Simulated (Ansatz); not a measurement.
```xyz
10

N    -0.658    0.410    1.254
Si    0.251   -0.066   -0.098
O    -0.314   -1.577   -0.389
O     1.857    0.026    0.199
S     0.145    1.147   -1.852
H    -0.608    1.349    1.612
H    -1.552   -0.017    1.427
H    -0.078   -1.953   -1.238
H     2.143   -0.325    1.045
H    -1.186    1.006   -1.959
```

Total charge 0; spin multiplicity 1.

**Question.** List the B3LYP/def2-TZVPP orbital energies in eV (the Gaussian-basis code of Ansatz). (An estimate is asked.)

**Answer.** Computed: Occupied: -2417.51, -1800.21, -520.61, -520.57, -389.11, -215.55, -160.11, -160.01, -159.91, -144.50, -99.85, -99.84, -99.82, -27.84, -27.31, -23.33, -19.77, -15.59, -14.65, -13.50, -12.39, -11.21, -10.95, -10.58, -9.72, -9.10, -8.81, -7.71, -6.93. Lowest empty: 0.10, 0.78, 1.15, 1.27, 2.00, 2.45, 2.61, 3.29.

B3LYP here is the variant with VWN-RPA as its local correlation; programs differ in this.
